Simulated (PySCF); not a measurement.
## SiO₂ + 2 Cl₂ → SiCl₄ + O₂

Level: PBE in the def2-TZVP basis family, all electrons, no relativity, computed in PySCF with density fitting; open shells unrestricted.

| species | state and structure | ZPE (kJ/mol) | H(298 K) − H(0) (kJ/mol) | S° (J/(mol K)) |
| --- | --- | --- | --- | --- |
| SiO₂ | singlet, D∞h, Si–O 1.527 Å (×2) | 17.3 | 11.2 | 232.8 |
| Cl₂ | singlet, D∞h, Cl–Cl 2.008 Å | 3.2 | 9.2 | 223.0 |
| SiCl₄ | singlet, Td, Si–Cl 2.040 Å (×4) | 18.6 | 19.8 | 333.9 |
| O₂ | triplet, D∞h, O–O 1.219 Å | 9.3 | 8.7 | 205.2 |

(1) Is the gas-phase reaction uphill or downhill in electronic energy at this level, and by how much?

(2) Add zero-point, thermal and entropy terms for 298.15 K and 1 bar.

## Answers

(1) At PBE/def2-TZVP, ΔE = -381.1 kJ/mol, downhill. Chlorination of this kind underlies dry etching.

(2) ΔZPE = 4.2 and Δ[H(298) − H(0)] = -1.1 kJ/mol give ΔH° = -378.0 kJ/mol. ΔS° = -139.7 J/(mol K), so ΔG° = -378.0 − 298.15 × (-0.1397) = -336 kJ/mol. ΔG° would change sign near 2710 K if ΔH° and ΔS° stayed fixed.

The structures come from searches over a few start shapes, so lower isomers are not excluded.
